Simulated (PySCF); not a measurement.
NbSFCl2, SMILES [Cl][Nb]([F])(=[S])[Cl], multiplicity 1.

Coordinates come from a PBE-D3(BJ)/def2-SVP optimisation. The multiplicity is an assumed one; no other spin state was optimised. The structure was generated by enumeration; whether it is a known compound was not checked. The def2 effective core potentials stand for the cores of Nb; spin–orbit coupling is left out.

These are PySCF with TDDFT-PBE/def2-SVPD values and carry that method's errors.

Vertical excitations. Isolated molecule, no solvent. State labels are in the subgroup Cs.

Computed lowest excited states:
```tsv
state	symmetry	energy (eV)	λ (nm)	f	main pairs
S1	A"	3.27	379	0.001	HOMO→LUMO 77 %, HOMO−1→LUMO+1 23 %
S2	A'	3.43	362	0.001	HOMO−1→LUMO 65 %, HOMO→LUMO+1 34 %
S3	A"	3.48	356	0.003	HOMO−1→LUMO+1 76 %, HOMO→LUMO 23 %
S4	A'	3.63	342	0.014	HOMO→LUMO+1 54 %, HOMO−1→LUMO 25 %, HOMO→LUMO+2 14 %
S5	A'	4.22	294	0.000	HOMO−2→LUMO 91 %
S6	A"	4.26	291	0.000	HOMO−1→LUMO+2 71 %, HOMO−2→LUMO+1 26 %
S7	A"	4.36	285	0.000	HOMO−2→LUMO+1 69 %, HOMO−1→LUMO+2 22 %
S8	A'	4.54	273	0.009	HOMO→LUMO+2 56 %, HOMO−1→LUMO+3 23 %
S9	A"	4.69	264	0.000	HOMO→LUMO+3 89 %
S10	A'	4.73	262	0.002	HOMO−3→LUMO+1 90 %
T1	A'	2.88	431	0	HOMO−1→LUMO 53 %, HOMO→LUMO+1 41 %
T2	A"	3.02	410	0	HOMO→LUMO 74 %, HOMO−1→LUMO+1 24 %
T3	A'	3.05	407	0	HOMO→LUMO+1 53 %, HOMO−1→LUMO 44 %
T4	A"	3.23	384	0	HOMO−1→LUMO+1 74 %, HOMO→LUMO 25 %
```
Triplets are in the Tamm–Dancoff approximation, which puts them higher than full response would, so one can lie above its singlet here.
